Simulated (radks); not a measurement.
Task: Valence configurations of the calcium ion Ca+ (all share [Ar]). Method: non-relativistic Kohn-Sham, TPSS, spin-polarised, spherical densities, point nucleus; open shells are filled with parallel spins first; meta-GGA in the generalised Kohn-Sham scheme; computed with a radial shooting solver on a logarithmic mesh with Libxc functionals. Order these by energy: 4s1; 3d0.5 4s0.5; 3d0.5 4p0.5; 3d1; 4s0.5 4p0.5; 4p1.

Result: From the lowest, in eV above it: 4s1 0.000; 3d0.5 4s0.5 0.535; 3d1 1.286; 4s0.5 4p0.5 1.495; 3d0.5 4p0.5 1.923; 4p1 2.944. NIST lists [Ar] 4s1 as the ground configuration; this level of theory agrees among the configurations tried. The energies are those of spherical high-spin densities, not of single terms.
